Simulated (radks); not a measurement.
Neutral aluminium, 13 electrons, occupied as [Ne] 3s2 6s1 (not the ground configuration). Calculated with a radial shooting solver on a logarithmic mesh with Libxc functionals: scalar-relativistic Kohn-Sham, PBE, spin-unpolarised, spherical densities, finite nucleus; Fermi nuclear charge, rms radius 3.061 fm. Some entries of the table are withheld. Estimate them.

orbital  occ.  eigenvalue (eV)  r(max) (bohr)  <r> (bohr)
1s          2              (1)        0.07836         (2)
2s          2        -115.1077            (3)         (4)
2p          6         -76.5971         0.4284      0.6030
3s          2              (5)          2.016       2.381
6s          1          -0.5695            (6)       25.05

Answer. 
(1) 1s eigenvalue (eV): -1518.232
(2) 1s <r> (bohr): 0.1202
(3) 2s r(max) (bohr): 0.4964
(4) 2s <r> (bohr): 0.6258
(5) 3s eigenvalue (eV): -13.4500
(6) 6s r(max) (bohr): 27.02
